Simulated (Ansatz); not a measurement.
Correlation energies of `C[N](C)[In]([SH])[N](C)C` by basis set

```xyz
21

C     0.038    2.542    1.835
N     0.255    1.647    0.731
C     1.010    2.248   -0.335
In   -0.613   -0.161    0.651
S    -2.218   -0.642    2.350
N    -0.150   -1.561   -0.712
C    -0.958   -2.729   -0.930
C     0.967   -1.478   -1.614
H     0.990    2.876    2.276
H    -0.537    2.061    2.630
H    -0.511    3.448    1.531
H     1.125    1.565   -1.180
H     2.020    2.538   -0.004
H     0.524    3.160   -0.717
H    -2.243   -1.955    2.066
H    -1.373   -2.759   -1.950
H    -0.378   -3.656   -0.792
H    -1.802   -2.763   -0.237
H     1.602   -2.375   -1.547
H     1.602   -0.619   -1.387
H     0.649   -1.389   -2.666
```

Charge 0, multiplicity 1. Correlated methods include outer-core shells of In, which these sets cover unevenly. In takes the def2 core potential. All single points use the PBE0-D4/def2-TZVP geometry. It is one conformer, not always the lowest. Frozen core, restricted reference, the Gaussian-basis code of Ansatz.

```tsv
basis	HF (Eh)	MP2 corr.	CCSD corr.	(T)	CCSD(T) total
def2-SVP	-854.35491	-1.13973	-1.23235	-0.03858	-855.62584
def2-TZVPP	-854.79958	-1.60147	-1.66460	-0.06797	-856.53215
def2-QZVPP	-854.82563	-1.88032	–	–	–
```
